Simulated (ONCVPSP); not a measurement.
**Potentials for zirconium compared**

Generated with ld1.x 7.5 (TM, RRKJ, ultrasoft, PAW), atompaw 4.2 or ONCVPSP 4.0.1. The cutoff is in Ry: for ld1.x and atompaw files where the sum of valence levels is converged to 10 mRy in a Bessel basis, for ONCV files where the hardest occupied wave has 1 mHa per electron of residual kinetic energy. The error is the largest all-electron minus pseudo excitation energy over each file’s own four to seven test configurations (ionisations up to +4, promotions, holes and added fractions of an electron), all of which were solved. The labels leave out finer settings (local radius, basis sizes, second energies), which also bear on the numbers. Spin-polarised tests are not counted. The rows are a selection from randomly drawn settings: files with unsolved tests, undetermined cutoffs or missed reference levels are left out.

A true bound ghost makes a file unfit for plane-wave use even where its test errors are small: the radial tests pick states by their node count and pass the ghost by.

```csv
potential,cutoff (Ry),largest error (meV),bound ghosts
"ONCV, LDA (Perdew-Wang 92), scalar-relativistic, rc 2.35/2.55/3.10 (spd), local smoothed, core correction yes, reference 4s2 4p6 4d2 5s1.5 5p0.5, qcut 5/4.7/5.6, projectors 2/3/1",19,+14,none
"ONCV, PBE, scalar-relativistic, rc 2.10/2.40/2.80 (spd), local smoothed, core correction no, reference 4s2 4p6 4d2 5s1.5 5p0.5, qcut 6/6.6/4.5, projectors 2/2/2",21,+43,none
"ONCV, LDA (Perdew-Zunger), non-relativistic, rc 2.05/1.70/2.50 (spd), local smoothed, core correction yes, reference 4s2 4p6 4d2 5s2, qcut 5.3/9.5/6.1, projectors 2/1/3",49,+9.6,none
"ONCV, PBE, scalar-relativistic, rc 2.35/1.45/3.00 (spd), local smoothed, core correction no, reference 4s2 4p6 4d2.5 5s1.5, qcut 4.5/4.9/6.1, projectors 2/3/2",90,-403,p
```

(1) Fill in the row for Zr: ONCV, PBE, scalar-relativistic, rc 1.75/1.70/2.65 (spd), local smoothed, core correction no, reference 4s2 4p6 4d2 5s1.5, qcut 7.1/8.9/5.3, projectors 2/3/2.

(2) Fill in the row for Zr: ONCV, PBE, scalar-relativistic, rc 3.50/3.75/1.90 (spd), local d, core correction no, reference 4d2 5s2, qcut 2.3/2.7/4.8, projectors 2/2/0.

Results:

(1) cutoff 45 Ry, largest error -2.9 meV, bound ghosts: none.

(2) cutoff 40 Ry, largest error +384 meV, bound ghosts: s.
